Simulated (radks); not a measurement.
Q: The dysprosium ion Dy3+, 63 electrons, occupied as [Xe] 4f9. Calculated with a radial shooting solver on a logarithmic mesh with Libxc functionals: Dirac Kohn-Sham, PBE, spin-unpolarised, spherical densities, finite nucleus; open shells fill j = l - 1/2 first; Fermi nuclear charge, rms radius 5.2218 fm.

Spin-orbit splittings of the eigenvalues, e(l+1/2) - e(l-1/2), with zeta = 2 splitting/(2l+1) and mean radii in bohr:

| shell | occ. | splitting (eV) | zeta (eV) | <r> j=l-1/2 | <r> j=l+1/2 |
|---|---|---|---|---|---|
| 2p | 6 | ? | ? | 0.07438 | 0.08144 |
| 3p | 6 | 166.1 | 110.8 | 0.2238 | 0.2372 |
| 3d | 10 | 36.28 | 14.51 | 0.2097 | 0.2138 |
| 4p | 6 | 37.23 | 24.82 | 0.5398 | 0.5701 |
| 4d | 10 | 6.762 | 2.705 | 0.6017 | 0.6125 |
| 4f | 9 | 0.9443 | 0.2698 | 0.8011 | 0.8129 |
| 5p | 6 | 5.156 | 3.437 | 1.418 | 1.507 |

Estimate the 2p splitting.

A: 800.2 eV (zeta = 533.4 eV).
